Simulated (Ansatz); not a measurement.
C₂H₄AlI, SMILES `[I][Al]1[CH2][CH2]1`. Charge 0, multiplicity 1. I: def2 effective core potential.

| atom | x (Å) | y (Å) | z (Å) |
| --- | --- | --- | --- |
| I1 | 3.010 | 0.686 | -1.938 |
| Al2 | 0.988 | 0.226 | -0.637 |
| C3 | -0.870 | -0.039 | -0.391 |
| C4 | 0.015 | -0.156 | 0.942 |
| H5 | -1.370 | -0.962 | -0.680 |
| H6 | -1.582 | 0.785 | -0.387 |
| H7 | -0.200 | 0.604 | 1.691 |
| H8 | 0.009 | -1.143 | 1.400 |

Question: What are the harmonic wavenumbers in cm⁻¹ at PBE0-D4/def2-TZVP (Ansatz, finite differences of forces, unscaled)? (Estimate.)

Answer: Ansatz gave: 117, 133, 256, 268, 623, 664, 666, 831, 911, 959, 995, 1175, 1399, 1412, 3098, 3105, 3160, 3179.

Question: Is this a minimum?

Answer: Yes, all 18 modes are real.

Question: Give the ideal-gas thermochemistry at 298.15 K and 1 bar (rigid rotor, harmonic oscillator; point group C2v, symmetry number 2).

Answer: Zero-point energy 137.3 kJ/mol; H(298) − E = 155.0 kJ/mol; entropy 327.6 J/(mol·K), of which translation 173.8, rotation 107.6, vibration 46.3; G(298) − E = 57.3 kJ/mol.

Question: And at 400, 500, 600, 800 and 1000 K?

Answer: 
| T (K) | H − E (kJ/mol) | S (J/mol/K) | G − E (kJ/mol) |
| --- | --- | --- | --- |
| 400 | 164.4 | 354.9 | 22.5 |
| 500 | 175.1 | 378.6 | -14.2 |
| 600 | 186.8 | 399.9 | -53.2 |
| 800 | 212.4 | 436.7 | -136.9 |
| 1000 | 240.4 | 467.8 | -227.5 |
